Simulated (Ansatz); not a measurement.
System: dichloro(dimethoxy)silane, C2H6Cl2O2Si, charge 0, multiplicity 1. 
Coordinates optimised at B3LYP-D3(BJ)/def2-TZVP (Ansatz, a program for electronic structure):
```
Si
O 1 1.6194
C 2 1.4264 1 124.91
H 3 1.0884 2 107.47 1 175.91
H 3 1.0916 4 109.29 2 -120.06
H 3 1.0925 4 109.25 5 -119.34
O 1 1.6194 2 113.56 3 -64.00
C 7 1.4264 1 124.91 2 -64.00
H 8 1.0884 7 107.47 1 175.91
H 8 1.0916 9 109.29 7 -120.06
H 8 1.0925 9 109.25 10 -119.34
Cl 1 2.0424 2 110.77 3 54.65
Cl 1 2.0424 2 105.62 3 174.43
```
Charge 0, spin multiplicity 1.

Basis-set convergence of Hartree-Fock and CCSD(T) correlation energies (hartree) with Ansatz. Correlated levels leave the core frozen unless marked. Spin-orbit coupling is left out. No relativistic terms.

```csv
basis,functions,E(HF),"E(corr, CCSD(T))"
cc-pV(D+d)Z,155,-1437.10218,-1.10647
cc-pV(T+d)Z,321,___,___
```

### Question
What belongs in the gaps?

### Answer

- cc-pV(T+d)Z, E(HF): -1437.23646
- cc-pV(T+d)Z, E(corr, CCSD(T)): -1.42134
